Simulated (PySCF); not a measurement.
**A search over the determinants of SrS**

Unrestricted PBE0; Sr def2-SVP with ECP28, S def2-SVP; scalar-relativistic core potentials (PySCF 2.14). Outer shells of the fragments: Sr 5s2; S 3s2 3p4.

Followed along the bond (rough minima from three points):

```
2Ms+1  unpaired  ⟨S²⟩ at the start  R at minimum (Å)  Te (eV)
    1      none               0.00              2.45     0.00
    3  σ ↑, π ↑               2.00              2.74     0.87
    1  σ ↓, π ↑               1.00              2.74     0.88
    3      σ ↑↑               2.00              2.62     1.36
```

Solutions found at the starting distance of 2.695 Å, counted from the lowest of them; the search is not exhaustive and high or unbound solutions are not listed, so other states can lie among these:

| 2Ms+1 | unpaired | term | E (eV) | ⟨S²⟩ | ⟨Lz²⟩ | μ (D) |
| --- | --- | --- | --- | --- | --- | --- |
| 1 | none | ¹Σ⁺ | 0.00 | 0.00 | 0.00 | -11.27 |
| 3 | σ ↑, π ↑ | ³Π | 0.55 | 2.00 | 1.01 | -4.40 |
| 1 | σ ↓, π ↑ | mixed | 0.57 | 1.00 | 1.01 | -4.40 |
| 3 | σ ↑↑ | ³Σ⁺ | 1.06 | 2.00 | 0.00 | -4.43 |
| 3 | π ↑↑ | mixed | 2.11 | 2.00 | 2.01 | -3.09 |
| 3 | π ↑↑ | mixed | 2.16 | 2.00 | 2.01 | -3.08 |

A term symbol is given only where ⟨S²⟩ and ⟨Lz²⟩ are close to those of a pure state; real π, δ and φ orbitals otherwise mix terms. A positive dipole means Sr(−)S(+).

Question: Compare the gap between the two lowest followed solutions at the starting distance with the gap between their minima.

Answer: At PBE0 the second solution (triplet, unpaired electrons σ ↑, π ↑) lies +0.55 eV from the first (singlet, closed shell) at 2.695 Å and +0.87 eV at the minima; the two curves relax by different amounts, since their minima lie near 2.74 and 2.45 Å.

The measured ground state is X ¹Σ+ (Huber and Herzberg, Constants of Diatomic Molecules (1979)).

Counting both spins, an empty level lies below a filled one in some of these solutions, because spin and occupation are held.
